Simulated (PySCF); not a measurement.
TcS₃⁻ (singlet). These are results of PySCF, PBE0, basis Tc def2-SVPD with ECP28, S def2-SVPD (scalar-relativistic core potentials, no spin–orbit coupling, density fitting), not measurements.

Harmonic bands of its minimum:

```json
{"ω (cm⁻¹)": "87", "IR (km/mol, summed over degenerate members)": "0.1", "degeneracy": "1"}
{"ω (cm⁻¹)": "159", "IR (km/mol, summed over degenerate members)": "8.5", "degeneracy": "2"}
{"ω (cm⁻¹)": "496", "IR (km/mol, summed over degenerate members)": "0.0", "degeneracy": "1"}
{"ω (cm⁻¹)": "554", "IR (km/mol, summed over degenerate members)": "261", "degeneracy": "2"}
```

Problem. The central atom is Tc. Infer the point group and assign the bands.

Solution. D3h. The modes span a2'' + 2e' + a1': 87 a2'', 159 e', 496 a1', 554 e'. The computed geometry has Tc–S 2.103 Å (×3); S–Tc–S 120.0° (×3).

This need not be the most stable arrangement of these atoms. The lowest empty level of this anion is unbound, so it and the gap depend on the basis.
